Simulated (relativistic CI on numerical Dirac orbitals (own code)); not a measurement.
**Hf26+: computed level list**

Calculated at this level of theory: Dirac-Coulomb-Breit CI, KLI orbitals optimised for each configuration, model QED (radiative potential, 1s self-energy scaled to tabulated hydrogen-like ionisation energies), unscaled Slater integrals (own radial code, finite nucleus).

Configurations in the expansion (outside the closed core [Ar] 3d10): 4s2 4p6 4d10, 4s2 4p6 4d9 4f, 4s2 4p5 4d10 4f, 4s 4p6 4d10 4f, 4s2 4p6 4d9 5s, 4s2 4p6 4d9 5p, 4s2 4p6 4d9 5d, 4s2 4p5 4d10 5s, 4p6 4d10 4f2, 4p6 4d9 4f3, 4p5 4d10 4f3, 4p6 4d9 4f2 5s, 4p6 4d9 4f2 5p, 4p6 4d9 4f2 5d. Double excitations out of closed p, d and f shells are left out; levels of such configurations are missing from the list, as are those of other unlisted configurations, and high levels can miss mixing partners. These lack a partner that the ground configuration has and come out too high: 4s2 4p5 4d10 5s.

| No. | Configuration | Term | J | E (eV) | % | jj configuration (%) |
| --- | --- | --- | --- | --- | --- | --- |
| 1 | 4s2 4p6 4d10 | 1S | 0 | 0.000 | 100 | closed (100) |
| 2 | 4s2 4p6 4d9 4f | 3P° | 0 | 179.931 | 100 | 4d5/2^5 4f5/2 (100) |
| 3 | 4s2 4p6 4d9 4f | 3P° | 1 | 181.861 | 89 | 4d5/2^5 4f5/2 (81) |
| 4 | 4s2 4p6 4d9 4f | 3P° | 2 | 185.650 | 61 | 4d5/2^5 4f5/2 (52) |
| 5 | 4s2 4p6 4d9 4f | 3H° | 5 | 186.595 | 63 | 4d5/2^5 4f5/2 (98) |
| 6 | 4s2 4p6 4d9 4f | 3H° | 6 | 187.906 | 100 | 4d5/2^5 4f7/2 (100) |
| 7 | 4s2 4p6 4d9 4f | 3F° | 3 | 189.388 | 58 | 4d5/2^5 4f5/2 (85) |
| 8 | 4s2 4p6 4d9 4f | 1D° | 2 | 189.596 | 44 | 4d5/2^5 4f7/2 (52) |
| 9 | 4s2 4p6 4d9 4f | 3G° | 4 | 190.185 | 42 | 4d5/2^5 4f5/2 (93) |
| 10 | 4s2 4p6 4d9 4f | 3F° | 4 | 192.412 | 62 | 4d5/2^5 4f7/2 (95) |
| 11 | 4s2 4p6 4d9 4f | 3G° | 5 | 194.135 | 75 | 4d5/2^5 4f7/2 (98) |
| 12 | 4s2 4p6 4d9 4f | 3D° | 3 | 195.069 | 42 | 4d5/2^5 4f7/2 (80) |
| 13 | 4s2 4p6 4d9 4f | 3D° | 1 | 195.357 | 88 | 4d3/2^3 4d5/2^6 4f5/2 (45) |
| 14 | 4s2 4p6 4d9 4f | 3H° | 4 | 199.980 | 66 | 4d3/2^3 4d5/2^6 4f5/2 (91) |
| 15 | 4s2 4p6 4d9 4f | 1D° | 2 | 200.637 | 50 | 4d3/2^3 4d5/2^6 4f7/2 (48) |
| 16 | 4s2 4p6 4d9 4f | 3F° | 2 | 202.776 | 50 | 4d3/2^3 4d5/2^6 4f5/2 (55) |
| 17 | 4s2 4p6 4d9 4f | 1H° | 5 | 204.328 | 43 | 4d3/2^3 4d5/2^6 4f7/2 (97) |
| 18 | 4s2 4p6 4d9 4f | 3G° | 3 | 205.691 | 66 | 4d3/2^3 4d5/2^6 4f5/2 (58) |
| 19 | 4s2 4p6 4d9 4f | 3G° | 4 | 207.723 | 49 | 4d3/2^3 4d5/2^6 4f7/2 (97) |
| 20 | 4s2 4p6 4d9 4f | 1F° | 3 | 207.939 | 62 | 4d3/2^3 4d5/2^6 4f7/2 (54) |
| 21 | 4s2 4p6 4d9 4f | 1P° | 1 | 244.377 | 99 | 4d3/2^3 4d5/2^6 4f5/2 (51) |
| 22 | 4s2 4p6 4d9 5s | 3D | 3 | 315.396 | 100 | 4d5/2^5 5s (100) |
| 23 | 4s2 4p6 4d9 5s | 1D | 2 | 316.365 | 54 | 4d5/2^5 5s (100) |
| 24 | 4s2 4p6 4d9 5s | 3D | 1 | 329.278 | 100 | 4d3/2^3 4d5/2^6 5s (100) |
| 25 | 4s2 4p6 4d9 5s | 3D | 2 | 329.980 | 54 | 4d3/2^3 4d5/2^6 5s (100) |
| 26 | 4s2 4p6 4d9 5p | 3P° | 2 | 356.120 | 58 | 4d5/2^5 5p1/2 (99) |
| 27 | 4s2 4p6 4d9 5p | 3F° | 3 | 357.069 | 47 | 4d5/2^5 5p1/2 (100) |
| 28 | 4s2 4p5 4d10 4f | 3D | 1 | 366.335 | 100 | 4p3/2^3 4f5/2 (100) |
| 29 | 4s2 4p5 4d10 4f | 3D | 2 | 369.509 | 78 | 4p3/2^3 4f5/2 (74) |
| 30 | 4s2 4p6 4d9 5p | 3F° | 2 | 370.394 | 80 | 4d3/2^3 4d5/2^6 5p1/2 (99) |
| 31 | 4s2 4p5 4d10 4f | 3G | 4 | 370.907 | 59 | 4p3/2^3 4f5/2 (99) |
| 32 | 4s2 4p6 4d9 5p | 3D° | 1 | 371.775 | 47 | 4d3/2^3 4d5/2^6 5p1/2 (98) |
| 33 | 4s2 4p5 4d10 4f | 3G | 5 | 371.796 | 100 | 4p3/2^3 4f7/2 (100) |
| 34 | 4s2 4p5 4d10 4f | 3F | 3 | 373.345 | 58 | 4p3/2^3 4f5/2 (74) |
| 35 | 4s2 4p5 4d10 4f | 1F | 3 | 375.020 | 60 | 4p3/2^3 4f7/2 (74) |
| 36 | 4s2 4p5 4d10 4f | 3F | 4 | 378.058 | 67 | 4p3/2^3 4f7/2 (100) |
| 37 | 4s2 4p6 4d9 5p | 3F° | 4 | 380.011 | 100 | 4d5/2^5 5p3/2 (100) |
| 38 | 4s2 4p6 4d9 5p | 1D° | 2 | 381.006 | 53 | 4d5/2^5 5p3/2 (98) |
| 39 | 4s2 4p6 4d9 5p | 1P° | 1 | 381.021 | 64 | 4d5/2^5 5p3/2 (96) |
| 40 | 4s2 4p5 4d10 4f | 1D | 2 | 381.579 | 59 | 4p3/2^3 4f7/2 (73) |
| 41 | 4s2 4p6 4d9 5p | 3D° | 3 | 382.574 | 73 | 4d5/2^5 5p3/2 (100) |
| 42 | 4s2 4p6 4d9 5p | 3P° | 0 | 391.811 | 100 | 4d3/2^3 4d5/2^6 5p3/2 (100) |
| 43 | 4s2 4p6 4d9 5p | 3D° | 1 | 394.574 | 51 | 4d3/2^3 4d5/2^6 5p3/2 (97) |
| 44 | 4s2 4p6 4d9 5p | 3F° | 3 | 394.635 | 52 | 4d3/2^3 4d5/2^6 5p3/2 (100) |
| 45 | 4s2 4p6 4d9 5p | 3D° | 2 | 396.071 | 55 | 4d3/2^3 4d5/2^6 5p3/2 (99) |
| 46 | 4s2 4p5 4d10 4f | 3G | 3 | 439.486 | 69 | 4p1/2 4p3/2^4 4f5/2 (99) |
| 47 | 4s2 4p5 4d10 4f | 3D | 3 | 442.847 | 47 | 4p1/2 4p3/2^4 4f7/2 (99) |
| 48 | 4s2 4p5 4d10 4f | 3G | 4 | 444.199 | 37 | 4p1/2 4p3/2^4 4f7/2 (98) |
| 49 | 4s2 4p6 4d9 5d | 3S | 1 | 444.835 | 56 | 4d5/2^5 5d3/2 (92) |
| 50 | 4s2 4p5 4d10 4f | 3F | 2 | 445.583 | 43 | 4p1/2 4p3/2^4 4f5/2 (99) |
| 51 | 4s2 4p6 4d9 5d | 3G | 4 | 446.903 | 51 | 4d5/2^5 5d3/2 (98) |
| 52 | 4s2 4p6 4d9 5d | 3D | 2 | 447.571 | 49 | 4d5/2^5 5d3/2 (97) |
| 53 | 4s2 4p6 4d9 5d | 3F | 3 | 448.534 | 46 | 4d5/2^5 5d3/2 (99) |
| 54 | 4s2 4p6 4d9 5d | 1P | 1 | 450.763 | 55 | 4d5/2^5 5d5/2 (92) |
| 55 | 4s2 4p6 4d9 5d | 3G | 5 | 451.147 | 100 | 4d5/2^5 5d5/2 (100) |
| 56 | 4s2 4p6 4d9 5d | 3D | 3 | 452.899 | 58 | 4d5/2^5 5d5/2 (98) |
| 57 | 4s2 4p6 4d9 5d | 1D | 2 | 453.134 | 47 | 4d5/2^5 5d5/2 (96) |
| 58 | 4s2 4p6 4d9 5d | 3F | 4 | 453.613 | 81 | 4d5/2^5 5d5/2 (99) |
| 59 | 4s2 4p6 4d9 5d | 3P | 0 | 456.090 | 96 | 4d5/2^5 5d5/2 (60) |
| 60 | 4s2 4p6 4d9 5d | 3D | 1 | 460.557 | 44 | 4d3/2^3 4d5/2^6 5d3/2 (95) |
| 61 | 4s2 4p6 4d9 5d | 3G | 3 | 460.718 | 80 | 4d3/2^3 4d5/2^6 5d3/2 (98) |
| 62 | 4s2 4p6 4d9 5d | 3F | 2 | 462.975 | 63 | 4d3/2^3 4d5/2^6 5d3/2 (99) |
| 63 | 4s2 4p6 4d9 5d | 3P | 1 | 464.587 | 52 | 4d3/2^3 4d5/2^6 5d5/2 (95) |
| 64 | 4s2 4p6 4d9 5d | 3G | 4 | 465.792 | 46 | 4d3/2^3 4d5/2^6 5d5/2 (99) |
| 65 | 4s2 4p6 4d9 5d | 3D | 2 | 466.557 | 48 | 4d3/2^3 4d5/2^6 5d5/2 (99) |
| 66 | 4s2 4p6 4d9 5d | 3F | 3 | 467.432 | 52 | 4d3/2^3 4d5/2^6 5d5/2 (99) |
| 67 | 4s2 4p6 4d9 5d | 1S | 0 | 479.283 | 96 | 4d3/2^3 4d5/2^6 5d3/2 (60) |
| 68 | 4s2 4p5 4d10 5s | 3P° | 2 | 499.463 | 100 | 4p3/2^3 5s (100) |
| 69 | 4s2 4p5 4d10 5s | 1P° | 1 | 500.815 | 65 | 4p3/2^3 5s (100) |
| 70 | 4s 4p6 4d10 4f | 3F° | 2 | 540.827 | 100 | 4s 4f5/2 (100) |

Energies count from the lowest computed level; ° marks odd parity. Filled j subshells are mostly left out of the jj labels.

The mean weight of the leading LS term, summed over parents, in these 70 levels is 67 %, and that of the leading jj configuration (from the same eigenvectors) 90 %, so jj coupling describes them better and the LS labels are nominal.

At this charge energies of transitions that change n are usually good to better than 1 %, and those within a shell (Δn = 0) to a few per cent.

LS names give the leading component of a level, which can be under half, so a name can repeat, a term be missing and a line seem to break the LS rules.
